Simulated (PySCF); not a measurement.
Species: C6H5O3 (doublet state).
Structure used (GFN2-xTB), in Å, numbered top down from 1:
```
atom  x, y, z in Å
C1     2.8124   -0.5935    0.0419
C2     1.5211   -0.1691    0.0615
C3     0.9640    1.1002    0.3519
C4    -0.4159    0.9826    0.2243
C5    -0.6516   -0.3293   -0.1330
O6    -1.7738   -1.0404   -0.3972
C7    -2.9886   -0.4867   -0.3381
O8    -3.2552    0.6450   -0.0605
O9     0.4899   -1.0337   -0.2353
H10    3.6057    0.0885    0.2748
H11    3.0542   -1.6090   -0.2049
H12    1.5196    1.9749    0.6178
H13   -1.1614    1.7370    0.3675
H14   -3.7209   -1.2669   -0.5929
```

The hyperfine couplings belong to this conformer and change with its torsions.

The species is `[CH2]C1=CC=C(OC=O)O1` [radical].

Computed, not measured: UKS B3LYP, pcH-1 on C H O, non-relativistic, mean-field spin-orbit, GIAO (PySCF 2.14.0). The structure is a single GFN2-xTB conformer in the gas phase; no vibrational or solvent corrections. Couplings are sensitive to structure, and on GFN2-xTB geometries they can be far from those on DFT ones. Stability of the SCF solution: not tested. ⟨S²⟩ is 0.776 where a pure state has 0.75.

(1) Match the computed a_iso(13C) values +47.7, -42.1, +35.3, +33.2, -26.2, +2.7 MHz with the sites C1; C2; C3; C4; C5; C7.

Results:

(1) 
| site | a_iso (MHz) | ρ(0) (bohr⁻³) | position | distance from C1 (Å) | spin population | largest \|T\| (MHz) |
| --- | --- | --- | --- | --- | --- | --- |
| C1 | +47.7 | +0.0424 | largest spin population | 0.00 | +0.62 | 92.9 |
| C2 | -42.1 | -0.0375 | 1 bond from C1 | 1.36 | -0.19 | 23.6 |
| C3 | +35.3 | +0.0314 | a main spin site | 2.53 | +0.40 | 63.8 |
| C4 | -26.2 | -0.0233 | 1 bond from C3 | 3.60 | -0.13 | 13.6 |
| C5 | +33.2 | +0.0295 | 2 bonds from C3 | 3.48 | +0.30 | 61.3 |
| C7 | +2.7 | +0.0024 | 4 bonds from C3 | 5.81 | +0.02 | 4.7 |

ρ(0) is the spin density at the nucleus and T the dipolar tensor. The largest Mulliken spin populations are on C1 (+0.62), C3 (+0.40), C5 (+0.30) and C2 (-0.19). Three atoms exceed +0.15. The positive populations add up to 1.40 and the negative ones to -0.40, together 2S = 1. The angles at C1 add up to 360.0°, so it is planar. Main spin sites, with 60 % or more of the largest population: C1, C3; positions count bonds from the nearest.

H10 and H11 aren't averaged: C1 is flat or nearly so (angle sum 360°), and its turn about the short C1–C2 bond (1.36 Å) is taken as slow.
